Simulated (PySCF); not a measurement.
SMILES Cl[Si](Cl)(Cl)[SiH2]F (H2Cl3FSi2), PBE0/def2-SVP optimised geometry. Atoms within 1.6 Å of the plane z = 0.0 Å (x, y, z in Å): Si3 (-0.69, -0.97, 0.00), Cl5 (1.36, -0.97, 0.00), Cl6 (-1.36, 0.97, 0.00).

Method: PBE0/def2-TZVP (PySCF 2.14.0). Cells within 0.4 Å of a nucleus heavier than hydrogen are left out (blank, or x).

Map of the HOMO−1 amplitude (bohr^(-3/2)) on the plane z = 0.0 Å; orbital energy -9.41 eV, overall sign arbitrary:

```
|55555555555555555555555555555|
|55555555555555555555555555555|
|55555555554444555555555555555|
|55555555444444445555555555555|
|55555555444444444555555555555|
|55555555444444444555555555555|
|55555555433334444455555555555|
|55556665432233444455555555555|
|55566676421123344455555555555|
|55566787xx0012344555555555555|
|5556789xxxx012344555555555555|
|55567899xx2123445555555555555|
|55567899853233445566666555555|
|55566778764334455667766655555|
|55556667655444556778877655555|
|55555666655445556789987665555|
|55555555555555556799997655555|
|5555555555xxx555667xx76655555|
|5555555555xxx55544xxxx5555555|
|55555444455xx444322xx23444555|
|55544444455554443200012344455|
|55544444555554443210012344455|
|55544444555555443322223344445|
|55554455555555444333333444455|
|55555555555555544444444444455|
|55555555555555544444444444555|
|55555555555555554444444445555|
|55555555555555555444444455555|
|55555555555555555555555555555|
```
Scale: ten equal steps from -0.156 (start of '0') to 0.146 (end of '9'), in the order '0123456789'; x runs from -3.50 to 3.50, y from -3.50 (bottom) to 3.50 (top).
